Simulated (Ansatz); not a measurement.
`C[SiH](F)[SiH2]O` and `BP[SiH](C)F` differ in one atom or group.

Ansatz, PBE0-D4/def2-TZVP geometries, multiplicity 1. Each molecule was computed in one conformer, which needn't be the lowest.

```csv
property,`C[SiH](F)[SiH2]O`
size of the dipole moment (PBE/def2-TZVPP) / D,0.74
size of the dipole moment (ωB97M-V/def2-TZVPP) / D,0.70
HOMO energy (PBE/def2-TZVPP) / eV,-6.37
HOMO–LUMO gap (ωB97M-V/def2-TZVPP) / eV,10.72
size of the dipole moment (B3LYP/def2-TZVPP) / D,0.71
LUMO energy (ωB97M-V/def2-TZVPP) / eV,1.02
```

Question: What does the change do to each property? (Estimate.)

Answer: Computed: 
| property | `BP[SiH](C)F` | shift |
| --- | --- | --- |
| size of the dipole moment (PBE/def2-TZVPP) / D | 1.83 | 1.09 |
| size of the dipole moment (ωB97M-V/def2-TZVPP) / D | 1.85 | 1.15 |
| HOMO energy (PBE/def2-TZVPP) / eV | -6.53 | -0.16 |
| HOMO–LUMO gap (ωB97M-V/def2-TZVPP) / eV | 9.70 | -1.02 |
| size of the dipole moment (B3LYP/def2-TZVPP) / D | 1.85 | 1.14 |
| LUMO energy (ωB97M-V/def2-TZVPP) / eV | 0.11 | -0.91 |

With PBE0 the HOMO rises by 0.09 eV and the LUMO falls by 1.11 eV, so the gap narrows by about 1.20 eV. PBE moves the HOMO by -0.16 eV and ωB97M-V by 0.11 eV. Dipoles are sizes alone; their direction can turn.

B3LYP here is the variant with VWN-RPA as its local correlation; programs differ in this.
